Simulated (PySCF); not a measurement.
C7H14O2.
Atom-mapped SMILES: `[CH3:1][CH:2]([CH3:3])[C@@H:4]([CH3:5])[CH2:6][O:7][CH:8]=[O:9]` (hydrogens: H10, H11, H12 on C1; H13 on C2; H14, H15, H16 on C3; H17 on C4; H18, H19, H20 on C5; H21, H22 on C6; H23 on C8)

Level of theory: PBE/def2-SVP geometry optimisation, gas phase in PySCF 2.14.0.

Q: List the bond lengths, angles and torsions at this level.

A: 
| bond | length (Å) | order |
| --- | --- | --- |
| C1–C2 | 1.538 | single |
| C2–C3 | 1.537 | single |
| C2–C4 | 1.555 | single |
| C4–C5 | 1.537 | single |
| C4–C6 | 1.534 | single |
| C6–O7 | 1.453 | single |
| O7–C8 | 1.347 | single |
| C8=O9 | 1.212 | double |
| C1–H10, C1–H11, C1–H12 | 1.109 | single |
| C2–H13 | 1.115 | single |
| C3–H14, C3–H15, C3–H16 | 1.109 | single |
| C4–H17 | 1.117 | single |
| C5–H18, C5–H19, C5–H20 | 1.108 | single |
| C6–H21 | 1.110 | single |
| C6–H22 | 1.106 | single |
| C8–H23 | 1.120 | single |

Bonds in one row agree within 0.01 Å and their mean is given. Orders are formal, as drawn. A selection of angles:
| angle | degrees |
| --- | --- |
| C2–C1–H10 | 110.9 |
| C2–C1–H11 | 112.8 |
| C2–C1–H12 | 110.4 |
| H10–C1–H11 | 108.2 |
| C1–C2–C3 | 109.8 |
| C1–C2–C4 | 112.6 |
| C1–C2–H13 | 107.9 |
| C3–C2–C4 | 112.0 |
| C3–C2–H13 | 107.5 |
| C4–C2–H13 | 106.8 |
| C2–C3–H14 | 110.5 |
| C2–C3–H15 | 112.9 |
| H14–C3–H15 | 107.2 |
| C2–C4–C5 | 113.5 |
| C2–C4–C6 | 113.1 |
| C2–C4–H17 | 107.0 |
| C5–C4–C6 | 110.1 |
| C5–C4–H17 | 108.0 |
| C6–C4–H17 | 104.6 |
| C4–C5–H18 | 112.1 |
| H18–C5–H19 | 107.3 |
| C4–C6–O7 | 110.7 |
| C4–C6–H21 | 110.0 |
| C4–C6–H22 | 112.7 |
| O7–C6–H21 | 105.7 |
| O7–C6–H22 | 108.7 |
| H21–C6–H22 | 108.8 |
| C6–O7–C8 | 118.1 |
| O7–C8–O9 | 127.0 |
| O7–C8–H23 | 108.2 |
| O9–C8–H23 | 124.8 |

Torsions: C1–C2–C4–C5 179° (antiperiplanar); C2–C4–C6–O7 -67° (synclinal); C4–C6–O7–C8 120° (anticlinal); C6–O7–C8–O9 -1° (synperiplanar).

O7 (ester single-bonded oxygen) is bent (angle 118.1°). Of the pairs four or more bonds apart, O9···H22 is among the closest relative to their van der Waals radii: 2.30 Å, 85 % of the sum of Bondi's values. The 5 C–C bonds span 1.534 Å (C4–C6, drawn single) to 1.555 Å (C2–C4, drawn single), a spread of 0.021 Å. The C–O distances run from 1.212 Å (C8=O9, drawn double) to 1.453 Å (C6–O7, drawn single), a spread of 0.241 Å.

Point group: C1 (no symmetry element, even within 0.4 Å). Stationary, but not proved a minimum. The numbers are those of one conformer.
